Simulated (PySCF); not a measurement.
## Magnetic susceptibility: `C1(=C)CC=C(C)CC1=C`, C9H12

Geometry:
| atom | x (Å) | y (Å) | z (Å) |
| --- | --- | --- | --- |
| C1 | 2.703 | -0.502 | 0.470 |
| C2 | 1.456 | -0.335 | 0.051 |
| C3 | 0.631 | -1.459 | -0.509 |
| C4 | -0.821 | -1.349 | -0.160 |
| C5 | -1.382 | -0.279 | 0.382 |
| C6 | -2.838 | -0.214 | 0.734 |
| C7 | -0.591 | 0.957 | 0.714 |
| C8 | 0.779 | 0.970 | 0.096 |
| C9 | 1.341 | 2.078 | -0.368 |
| H10 | 3.190 | -1.462 | 0.439 |
| H11 | 3.279 | 0.316 | 0.869 |
| H12 | 0.728 | -1.449 | -1.603 |
| H13 | 1.023 | -2.421 | -0.166 |
| H14 | -1.420 | -2.221 | -0.390 |
| H15 | -2.959 | -0.021 | 1.800 |
| H16 | -3.325 | 0.598 | 0.193 |
| H17 | -3.341 | -1.146 | 0.489 |
| H18 | -0.479 | 1.009 | 1.805 |
| H19 | -1.148 | 1.847 | 0.409 |
| H20 | 0.837 | 3.029 | -0.338 |
| H21 | 2.325 | 2.069 | -0.806 |

Method used: GIAO BHandHLYP/pcSseg-1 magnetisability, rotational g tensor and spin-rotation constants, non-relativistic, gas phase (PySCF 2.14.0). Geometry: GFN2-xTB.

Question: What are the magnetisability and the molar susceptibility?

Answer: Isotropic -1321 × 10⁻³⁰ J/T², or -79.6 × 10⁻⁶ cm³/mol; principal values -1518, -1283, -1162 × 10⁻³⁰ J/T², anisotropy 314 × 10⁻³⁰ J/T² (root of half the summed squared differences of the principal values). The susceptibility is in cgs units.

Question: Split it along the inertial axes a, b, c into diamagnetic and paramagnetic parts about the centre of mass, with the quadrupole moment.

Answer: 
```
axis  χ (10⁻⁶ cm³/mol)  diamagnetic (10⁻⁶ cm³/mol)  paramagnetic (10⁻⁶ cm³/mol)  summed x² of all electrons (Å²)  quadrupole Θ (D Å)
   a             -77.5                      -581.5                        504.0                            218.2               +1.21
   b             -70.0                     -1050.4                        980.4                            107.7               +3.67
   c             -91.2                     -1382.9                       1291.7                             29.3               -4.88
```
Anisotropies 2χaa − χbb − χcc = +6.2 and 2χbb − χaa − χcc = +28.7 × 10⁻⁶ cm³/mol. Θ is traceless in Buckingham's convention.

Question: And the rotational g tensor?

Answer: 
| axis | rotational constant (GHz) | g | nuclear part | electronic part |
| --- | --- | --- | --- | --- |
| a | 2.7528 | -0.0269 | 0.6249 | -0.6518 |
| b | 1.3489 | -0.0188 | 0.6024 | -0.6213 |
| c | 0.9940 | -0.0016 | 0.6016 | -0.6032 |

Asymmetric top; isotopes 12C, 1H; no vibrational averaging.
